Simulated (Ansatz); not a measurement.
Cost and result for the atomization energy of BBrH$_{4}$O$_{2}$Si (`OB(Br)O[SiH3]`) (9 atoms, 8 bonds).

Z-matrix (Å, degrees):
```
Si
O 1 1.659
H 1 1.480 2 105.9
H 1 1.482 2 109.9 3 119.2
H 1 1.482 2 109.9 3 -119.2
B 2 1.338 1 134.4 3 -179.9
Br 6 1.961 2 120.1 1 0.1
O 6 1.347 2 120.4 1 -179.9
H 8 0.960 6 113.6 2 180.0
```

Total charge 0; spin multiplicity 1. Correlated methods include outer-core shells of Br, which these sets cover unevenly. Scalar relativity is left out up to krypton. All single points use the PBE0-D4/def2-TZVP geometry. It is one conformer, not always the lowest. Program: Ansatz. Hardware: A = 2 threads of an AMD EPYC 7R13 on a shared host; B = 2 threads of an AMD EPYC 7R13 on a shared host and a share of an NVIDIA H100 80 GB. Times are those of one run each, without the atoms' runs, and a repeat can differ threefold. Electronic energies, without spin–orbit coupling; frozen cores. CCSD(T)/CBS adds CCSD(T) − MP2 in def2-TZVPP to the MP2 limit, and its time is that of the two runs behind it. T1 = 0.011. With those shells the extrapolation isn't a true limit. B3LYP takes the VWN-RPA correlation (the form of Gaussian; ORCA's B3LYP/G).

CCSD(T)/CBS is a level of theory with its own doubt, some kJ/mol a heavy atom from the limit and from the frozen cores, so smaller differences don't rank the functionals.

```
                                level  functions  wall time
           LDA (SPW92)/def2-TZVPP [A]        239      1.9 s
  PBE-D4/def2-TZVPP (with forces) [A]        239      3.6 s
          CAM-B3LYP-D4/def2-TZVPP [A]        239      6.5 s
               CCSD(T)/def2-TZVPP [B]        239        7 s
                   MP2/def2-QZVPP [B]        450        7 s
B3LYP-D4/def2-TZVPP (with forces) [A]        239      7.5 s
                B2PLYP/def2-TZVPP [A]        239       11 s
               ωB97X-V/def2-TZVPP [A]        239       12 s
                B97M-V/def2-TZVPP [A]        239       12 s
              PBE-QIDH/def2-TZVPP [A]        239       12 s
                 CCSD(T)/def2-SVP [A]        112       14 s
                    CCSD(T)/CBS(def2)          –       14 s
 ωB97M-V/def2-TZVPP (with forces) [A]        239       19 s
```

**Question.** What atomization energy does each give, and how far from CCSD(T)/CBS? (An estimate is asked.)

**Answer.** Computed: 
```tsv
level	atomization (kcal/mol)	difference from CCSD(T)/CBS	per bond
LDA (SPW92)/def2-TZVPP [A]	930.6	112.7	14.1
PBE-D4/def2-TZVPP (with forces) [A]	823.7	5.8	0.7
CAM-B3LYP-D4/def2-TZVPP [A]	818.0	0.1	0.0
CCSD(T)/def2-TZVPP [B]	794.5	-23.4	-2.9
MP2/def2-QZVPP [B]	831.0	13.1	1.6
B3LYP-D4/def2-TZVPP (with forces) [A]	811.8	-6.1	-0.8
B2PLYP/def2-TZVPP [A]	806.4	-11.5	-1.4
ωB97X-V/def2-TZVPP [A]	816.5	-1.4	-0.2
B97M-V/def2-TZVPP [A]	817.0	-0.9	-0.1
PBE-QIDH/def2-TZVPP [A]	808.4	-9.5	-1.2
CCSD(T)/def2-SVP [A]	766.6	-51.3	-6.4
CCSD(T)/CBS(def2)	817.9	0.0	0.0
ωB97M-V/def2-TZVPP (with forces) [A]	817.3	-0.6	-0.1
```

From r2SCAN to r2SCAN0 (25 % exact exchange), in def2-TZVPP and without D4, the atomization energy moves by −15.4 kcal/mol: exact exchange takes away binding that semilocal exchange gives to molecules. The D4 term adds +8.2 kcal/mol with B3LYP and +4.3 kcal/mol with PBE0; it sums over pairs of atoms, weighted by their polarisabilities, and B3LYP, whose exchange is more repulsive, gets the larger term. At CCSD(T), def2-SVP lies −51.3 kcal/mol from the extrapolated value and def2-TZVPP −23.4 kcal/mol: correlation converges slowly with the basis, and small sets miss more of it in the bonded molecule than in its fragments.
